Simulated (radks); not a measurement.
Problem. All-electron atom: Cr V in [Ar] 3d2 (the NIST ground configuration). All-electron calculation, scalar-relativistic Kohn-Sham, LDA (Slater exchange, Perdew-Wang correlation), spin-polarised, spherical densities, finite nucleus; open shells are filled with parallel spins first; Fermi nuclear charge, rms radius 3.6452 fm. Program: a radial shooting solver on a logarithmic mesh with Libxc functionals. Some entries of the table are withheld. Estimate them.

orbital,occ.,eigenvalue (eV),<r> (bohr),<r^2> (bohr^2)
1s up,1,-5927.907,0.06368,0.005452
1s down,1,-5927.905,0.06368,0.005452
2s up,1,-729.0066,0.2940,0.1021
2s down,1,-727.8776,0.2937,0.1019
2p up,3,-623.5580,(1),0.08350
2p down,3,-622.6810,(2),0.08326
3s up,1,-133.4455,0.8761,0.8818
3s down,1,-130.9764,0.8783,0.8865
3p up,3,-104.4685,0.9161,0.9804
3p down,3,-102.0579,0.9197,0.9886
3d up,2,(3),1.013,1.254
3d down,0,(4),1.025,1.289

Solution. 
(1) 2p up <r> (bohr): 0.2604
(2) 2p down <r> (bohr): 0.2601
(3) 3d up eigenvalue (eV): -59.2922
(4) 3d down eigenvalue (eV): -56.9556
